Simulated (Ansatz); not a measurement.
H2S2, charge -1, doublet, at the geometry of the source list (a state made from the parent by changing its charge; the spin is typed, not shown lowest) (a gas-phase anion, which may not be bound at this level); PBE/6-31G** run with Ansatz (a quantum-chemistry and plane-wave program).

Here is a job for Ansatz.
Ansatz 0.2 input:
```yaml
crystal:
  periodic: [false, false, false]
  atoms:
    - {symbol: S, position_ang: [-0.90190000, 0.44390000, 0.48700000]}
    - {symbol: S, position_ang: [0.90020000, 0.45720000, -0.47780000]}
    - {symbol: H, position_ang: [-1.53060000, -0.45050000, -0.29230000]}
    - {symbol: H, position_ang: [1.53240000, -0.45060000, 0.28310000]}
basis:
  gaussian:
    orbitals: 6-31G__.json
hamiltonian:
  xc: pbe
total_charge: -1
magnetization: {spin_polarized: true, initial_magnetization: 1}
```
The basis file holds 6-31G** in the JSON format of the Basis Set Exchange.

What the program printed (banner, timings and long lists left out):

```
Functional definition: PBE
536 factors; their error is unknown
mean field evaluation 1: about -21691.0194 eV, gradient 9.2e0 eV
mean field evaluation 2: about -21690.7998 eV, gradient 1.1e1 eV
mean field evaluation 4: about -21691.4703 eV, gradient 3.4e-1 eV
mean field evaluation 8: about -21691.4442 eV, gradient 2.3e-3 eV
mean field -21691.44421192 eV, -797.1458717992 hartree, gradient 5.6e-5 eV, S^2 0.751241; 0 other end points of the search recorded, 0 dependent functions left out
reference -21691.44423579 eV, -797.1458726762 hartree; 18, 17 occupied and 30, 31 virtual orbitals, 536 factors
Total energy: -21691.44423579 eV, -797.1458726762 hartree
```
